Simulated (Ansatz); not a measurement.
Basis-set extrapolation for C$_{2}$H$_{4}$BClF$_{2}$ (`CC(Cl)B(F)F`) (PBE0-D4/def2-TZVP geometry, frozen core, Ansatz 0.2.0). Multiplicity 1, RHF reference.

|  | def2-TZVPP | def2-QZVPP |
| --- | --- | --- |
| HF | -761.407033 | -761.433222 |
| MP2 correlation | -1.121152 | -1.217296 |
| CCSD(T) correlation | -1.201557 | not run |

Energies in hartree. Use E(X) = E(∞) + A·exp(−7.88·√X) for Hartree–Fock and E(X) = E(∞) + B·X^(−2.97) for correlation, with X = 3 and 4, and add CCSD(T) minus MP2 of the smaller set to the MP2 limit.

Task: What is the CCSD(T) energy at the basis-set limit?

Result: HF limit: -761.433222 + (-0.026189) × 0.13774 = -761.43683. MP2 limit: -1.217296 + (-0.096144) × 0.74074 = -1.28851. Higher-order term: -1.201557 − (-1.121152) = -0.08041. Total: -762.80575 hartree, 5.36 eV below CCSD(T)/def2-TZVPP.
